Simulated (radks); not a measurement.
Trend from Cu to Au: ionisation energy by Delta-SCF between NIST ground configurations, and size. Calculated with a radial shooting solver on a logarithmic mesh with Libxc functionals: Dirac Kohn-Sham, BLYP, spin-unpolarised, spherical densities, finite nucleus; Fermi nuclear charge, rms radius of each element as measured or else 0.836 A^(1/3) + 0.57 fm.

species,configuration,configuration of the ion,IE (eV),NIST (eV),kind,outermost,<r> outermost (bohr)
Cu,[Ar] 3d10 4s1,[Ar] 3d10,8.277,7.726,exp.,4s1/2,2.93
Ag,[Kr] 4d10 5s1,[Kr] 4d10,7.873,7.576,exp.,5s1/2,3.16
Au,[Xe] 4f14 5d10 6s1,[Xe] 4f14 5d10,9.477,9.226,exp.,6s1/2,2.88

Reference values: NIST Atomic Spectra Database (measured). Spin polarisation and multiplet splitting are left out, so open shells lie too high by an amount that depends on their filling.

Beside tabulated values, note that spin-unpolarised runs miss the spin-polarisation part of the exchange energy of open shells.
